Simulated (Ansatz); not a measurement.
Cd₂TeF₂, relaxed as a singlet with RKS r2SCAN-D4/def2-SVP in Ansatz, starting from the GFN1-xTB geometry. Force threshold 0.02 eV/Å.

In the def2 sets Cd, Te take a core potential; there is no spin–orbit coupling. The structure comes from a short search, and lower isomers may exist.

Start:

```xyz
5

Cd   -0.683   -0.529    1.607
Cd    0.729    1.130   -1.329
Te   -0.980   -0.798   -0.964
F     2.143    1.653   -2.517
F    -1.209   -1.455    3.203
```

```json
{"step": "1", "energy (eV)": "-21856.8631", "largest force component (eV/Å)": "0.903", "SCF passes": "19"}
{"step": "2", "energy (eV)": "-21857.2488", "largest force component (eV/Å)": "0.655", "SCF passes": "26"}
{"step": "3", "energy (eV)": "-21857.4253", "largest force component (eV/Å)": "0.781", "SCF passes": "27"}
{"step": "4", "energy (eV)": "-21857.5229", "largest force component (eV/Å)": "0.206", "SCF passes": "21"}
{"step": "5", "energy (eV)": "-21857.5634", "largest force component (eV/Å)": "0.084", "SCF passes": "20"}
{"step": "6", "energy (eV)": "-21857.5870", "largest force component (eV/Å)": "0.127", "SCF passes": "20"}
{"step": "7", "energy (eV)": "-21857.5952", "largest force component (eV/Å)": "0.025", "SCF passes": "21"}
{"step": "8", "energy (eV)": "-21857.5974", "largest force component (eV/Å)": "0.009", "SCF passes": "19"}
{"step": "9", "energy (eV)": "-21857.5981", "largest force component (eV/Å)": "0.010", "SCF passes": "19"}
```

Force components are those of the run's own axes.

End:

```xyz
5

Cd   -0.9144   -0.8408    1.2849
Cd    0.6602    0.6922   -1.5094
Te   -1.4421   -0.8353   -1.2707
F     2.2210    1.8293   -1.6897
F    -0.5248   -0.8453    3.1848
```

By distances, no bond broke or formed. The bond that changes most is Cd1–F5, from 1.92 to 1.94 Å (atoms count from 1). The end is the same structure that another start reached, the lowest one found.

The force fell under the threshold at step 8, but the optimiser went on. No frequencies were taken in this run, so the end may be a saddle point.

It took 18 s on 4 threads of Arm Neoverse V2 on a shared host.
